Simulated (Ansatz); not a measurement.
**Telling isomers of CH6GaN apart by their spectra**

These gas-phase data were calculated for one isomer of CH6GaN at B3LYP-D3(BJ)/def2-SVP (harmonic, unscaled wavenumbers; equilibrium rotational constants with average atomic masses):

| Property | Result |
| --- | --- |
| rotational constants | 17.07, 5.474, 4.256 GHz |
| all wavenumbers above 1500 cm⁻¹ | 3670, 3569, 3132, 3117, 3030, 1954, 1522 |
| dipole moment | 0.68 D (PBE0/def2-TZVPD) |

Candidates:

(1) `C[NH][GaH2]`, a singlet
(2) `[CH3][GaH][NH2]`, a singlet

Task: Which structure fits?

Result: Candidate (2). 2 modes lie between 3250 and 3800 cm⁻¹, one for each N–H bond, while (1) has 1.

The same quantities for all candidates:

```
     rotational constants (GHz)               wavenumbers above 1500 cm⁻¹  dipole (D)  E above the lowest, B3LYP-D3(BJ)/def2-SVP (kcal/mol)
(1)         35.12, 3.678, 3.401        3576, 3098, 3025, 2977, 1979, 1974        0.84                                                  12.4
(2)         17.07, 5.474, 4.256  3670, 3569, 3132, 3117, 3030, 1954, 1522        0.68                                                   0.0
```

Each candidate is one conformer. Programs: Ansatz 0.2.0.
